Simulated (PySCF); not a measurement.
H4FNOSi (SMILES N[SiH](O)F), singlet, at a GFN2-xTB geometry; BHANDHLYP/6-31G, TDA run with PySCF.

PySCF was given this input:
```python
from pyscf import gto, scf, dft, tdscf

mol = gto.M(
    atom='''
Si   -0.076469   -0.158353   -0.303649
N     1.530532   -0.478890    0.174087
O    -0.364701    1.427301   -0.487070
F    -1.009188   -0.677161    0.903578
H    -0.437881   -0.928663   -1.474308
H     2.293780   -0.088944   -0.349862
H     1.751910   -0.512411    1.155415
H    -1.250680    1.775234   -0.534414
''',
    basis='6-31g',
    charge=0,
    spin=0,
    verbose=3,
)

mf = dft.RKS(mol)
mf.xc = 'bhandhlyp'
mf.kernel()
td = mf.TDA()
td.nstates = 10
td.kernel()
td.analyze()
```

The log (banner, timings and long lists left out):

```
converged SCF energy = -521.588257900256
Excitation energies (eV)
[ 8.00767161  8.83711365  9.3153818   9.36603144  9.90654835  9.98872036
 10.13082731 10.95980365 11.00185117 11.39627079]

** Singlet excitation energies and oscillator strengths **
Excited State   1:      8.00767 eV    154.83 nm  f=0.0468
Excited State   2:      8.83711 eV    140.30 nm  f=0.0055
Excited State   3:      9.31538 eV    133.10 nm  f=0.0547
Excited State   4:      9.36603 eV    132.38 nm  f=0.0755
Excited State   5:      9.90655 eV    125.15 nm  f=0.0136
Excited State   6:      9.98872 eV    124.12 nm  f=0.0106
Excited State   7:     10.13083 eV    122.38 nm  f=0.1013
Excited State   8:     10.95980 eV    113.13 nm  f=0.0073
Excited State   9:     11.00185 eV    112.69 nm  f=0.0382
Excited State  10:     11.39627 eV    108.79 nm  f=0.1884
```
